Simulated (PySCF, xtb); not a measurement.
B(H)(OMe)(SMe) (C2H7BOS), SMILES COBSC.

GFN2-xTB (xtb 6.7.1) at its own geometry gives an orbital gap of 4.66 eV and a dipole moment of 3.68 D.

Geometry optimised at B3LYP-D3(BJ)/def2-SVP. The structure was generated by enumeration, and PubChem lists no compound with its InChIKey, so it may never have been made. One conformer was computed; it need not be the lowest.

What does PBE/def2-TZVP (PySCF) give? (The exact figures need the calculation; the answer reports its results.)

gap 5.00 eV (levels -5.83 and -0.82 eV), dipole 2.14 D.
